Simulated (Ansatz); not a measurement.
```yaml
crystal:
  periodic: [true, true, true]
  atoms:
    - {symbol: B, position_ang: [0.483239, 0.217921, 0.805562]}
    - {symbol: O, position_ang: [0.206035, 1.411871, 0.264513]}
    - {symbol: Zn, position_ang: [-1.417257, -0.980352, -2.064942]}
    - {symbol: H, position_ang: [0.753093, -0.833880, 1.061241]}
basis:
  gaussian: {orbitals: def2-SVPD, fitting: {mean_field: cc-pVTZ-jkfit}}
magnetization: {spin_polarized: true, initial_magnetization: 0}
hamiltonian: {xc: {name: B3LYP}, dispersion: d4}
accuracy: high
output: {forces: true}
```

```sh
$ ansatz run in.yaml --threads 2 --pin off --events-out ev --progress --plain --max-ram 4352MiB
```

Output, abridged:

```
Error: YAML parse error: error: line 2 column 3: crystal: missing field `lattice` (a structure is typed as `lattice` and `atoms`, a molecule's as `atoms` in Å alone, or read from a run's directory, `checkpoint`)
 --> <input>:2:3
1 | crystal:
2 |   periodic: [true, true, true]
3 |   atoms:
4 |     - {symbol: B, position_ang: [0.483239, 0.217921, 0.805562]}
```

In this input the molecule is marked periodic without a cell. The program refused the input.
